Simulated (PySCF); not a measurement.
# How methods differ on the ionisation energy of Ga²⁰⁺

Ga²⁰⁺ [Ne] 3s1 [3s1/2^1, M_J = 1/2] → Ga²¹⁺ [Ne], as a difference of total energies. Calculation: PySCF 2.14, in an uncontracted even-tempered set (19 s from 2.3 bohr⁻², ratio 2.4; 13 p from 2.9 bohr⁻², ratio 2.4; 5 d from 9.9 bohr⁻², ratio 2.6; 4 f from 15 bohr⁻², ratio 2.6); the two-component X2C-1e Hamiltonian. Correlated levels: 1s2 frozen; the 52 highest virtual spinors dropped. "Screened" scales the spin-orbit matrix elements by Boettger's factors to mimic the two-electron term; Breit and QED terms are absent.

```tsv
method	ionisation energy (eV)	difference from reference (eV)
GHF (screened spin-orbit)	806.65	-0.66
GMP2 (screened spin-orbit)	807.28	-0.03
```

Reference: 807.31 eV (semi-empirical (NIST evaluation); NIST Atomic Spectra Database, ionization energies).

Breit and QED terms and the two-electron picture change are absent.
